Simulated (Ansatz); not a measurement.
`CO[SiH2]B(O)F` + `[SH][GeH3]` → `CO[SiH2][S][GeH3]` + `OBF`  (cleavage of the Si–B bond)

Computed with Ansatz on PBE0-D4/def2-TZVP structures; ΔE is electronic, products minus reactants. CCSD(T)/CBS is the MP2 limit (def2-TZVPP, def2-QZVPP) plus CCSD(T) − MP2 in def2-TZVPP, frozen cores. This one scheme is used for every species. DFT in def2-TZVPP. B3LYP here is the variant with VWN-RPA as its local correlation; programs differ in this. For Ge outer-core shells are correlated without core-valence functions, which leaves a few kJ/mol of doubt a bond. Scalar relativity is left out up to krypton. Each species was taken in one conformer, which may not be the lowest.

`CO[SiH2]B(O)F`:

Cartesian coordinates in Å:
```
C 0.817 1.113 1.508
O 0.183 0.134 0.716
Si -0.004 0.274 -0.926
B -0.971 -1.464 -1.326
O -1.243 -2.302 -0.307
F -1.358 -1.836 -2.540
H 1.861 1.253 1.206
H 0.797 0.783 2.548
H 0.299 2.077 1.438
H 1.324 0.410 -1.592
H -0.781 1.505 -1.258
H -0.925 -1.948 0.532
```

`[SH][GeH3]`:

Cartesian coordinates in Å:
```
S 0.418 -1.547 -0.630
Ge -0.061 0.350 0.428
H 0.121 -1.068 -1.849
H -1.533 0.730 0.207
H 0.851 1.484 -0.065
H 0.203 0.050 1.908
```

`CO[SiH2][S][GeH3]`:

```xyz
13

C    -0.575   -0.932    1.877
O     0.039   -0.899    0.608
Si   -0.803   -0.757   -0.795
S     0.542   -0.178   -2.318
Ge    1.424    1.556   -1.223
H    -1.029   -1.910    2.070
H    -1.349   -0.162    1.972
H     0.192   -0.750    2.631
H    -1.409   -2.044   -1.225
H    -1.875    0.255   -0.584
H     2.568    1.080   -0.320
H     0.324    2.233   -0.391
H     1.951    2.509   -2.304
```

`OBF`:

Cartesian coordinates in Å:
```
O -0.715 0.674 0.205
B 0.376 -0.016 -0.168
F 0.443 -1.330 0.037
H -1.394 0.126 0.612
H 1.291 0.546 -0.686
```

| level | ΔE (kJ/mol) | difference from CCSD(T)/CBS |
| --- | --- | --- |
| r2SCAN-D4 | -92.4 | 4.4 |
| PBE0-D4 | -90.6 | 6.2 |
| B3LYP-D4 | -92.1 | 4.7 |
| ωB97X-V | -90.0 | 6.8 |
| B2PLYP | -91.9 | 4.9 |
| PBE | -79.7 | 17.1 |
| r2SCAN | -91.0 | 5.8 |
| PBE0 | -85.9 | 10.9 |
| B3LYP | -83.7 | 13.1 |
| HF/def2-TZVPP | -96.7 | 0.1 |
| MP2/def2-TZVPP | -105.2 | -8.4 |
| SCS-MP2/def2-TZVPP | -100.2 | -3.4 |
| CCSD/def2-TZVPP | -92.1 | 4.7 |
| CCSD(T)/def2-TZVPP | -93.0 | 3.8 |
| HF/def2-QZVPP | -96.6 | 0.2 |
| MP2/CBS(def2) | -108.9 | -12.1 |
| CCSD(T)/CBS | -96.8 | 0 |

Largest T1 diagnostic among the species: 0.013.

The D4 term adds −8.4 kJ/mol with B3LYP and −4.7 kJ/mol with PBE0; it sums over pairs of atoms, weighted by their polarisabilities, and B3LYP, whose exchange is more repulsive, gets the larger term. From PBE to PBE0 (25 % exact exchange), in def2-TZVPP and without D4, ΔE moves by −6.2 kJ/mol.
